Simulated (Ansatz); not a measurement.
AlCl, charge -1, doublet, at a GFN2-xTB geometry (such geometries of metal compounds can be far from the true shape) (a state made from the parent by changing its charge; the spin is typed, not shown lowest) (a gas-phase anion, which may not be bound at this level); MP2/def2-TZVP (Ansatz, an electronic-structure program).

Ansatz was given this input:
Ansatz 0.2 input:
```yaml
crystal:
  periodic: [false, false, false]
  atoms:
    - {symbol: Al, position_ang: [-0.00000000, -0.00000000, -1.40501930]}
    - {symbol: Cl, position_ang: [0.00000000, 0.00000000, 1.07442652]}
basis:
  gaussian:
    orbitals: def2-TZVP
total_charge: -1
magnetization: {spin_polarized: true, initial_magnetization: 1}
correlation: {method: mp2}
```

It wrote (shortened):

```
Functional definition: HF
442 factors; integrals over basis functions are off by at most 1.4e-3 eV
mean field evaluation 1: about -19087.5525 eV, gradient 8.8e0 eV
mean field evaluation 2: about -19087.6366 eV, gradient 8.7e0 eV
mean field evaluation 4: about -19088.2663 eV, gradient 1.2e0 eV
mean field evaluation 8: about -19088.3108 eV, gradient 1.1e-1 eV
mean field evaluation 16: about -19087.7913 eV, gradient 4.4e0 eV
mean field evaluation 32: about -19088.3031 eV, gradient 1.4e-1 eV
mean field -19088.31174540 eV, -701.4825181211 hartree, gradient 9.2e-6 eV, S^2 0.782374; 4 other end points of the search recorded, 0 dependent functions left out
10 core orbitals not correlated
reference -19088.31174540 eV, -701.4825181211 hartree; 6, 5 occupied and 58, 59 virtual orbitals, 442 factors
second order -6.59109096 eV of doubles, -0.00000000 eV of singles
Total energy: -19094.90283636 eV, -701.7247362463 hartree
```
